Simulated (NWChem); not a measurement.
System: CBr₃Cl; SMILES ClC(Br)(Br)Br

```xyz
5

Cl     0.0000     0.0000     2.0603
C      0.0000     0.0000     0.3000
Br    -1.7224    -0.6093    -0.3507
Br     1.3889    -1.1869    -0.3507
Br     0.3335     1.7963    -0.3507
```
Atoms are numbered in this order, from 1.

Results from NWChem. Pople sets run with spherical d functions. Geometry: optimised at PBE0/def2-SVP. B3LYP is NWChem's, with the RPA form of VWN correlation.

Q: Order these by “dipole (D)”, lowest first: B3LYP/def2-SVP; B3LYP/3-21G; B3LYP/STO-3G.

A: B3LYP/def2-SVP (0.06), B3LYP/3-21G (0.60), B3LYP/STO-3G (0.84)
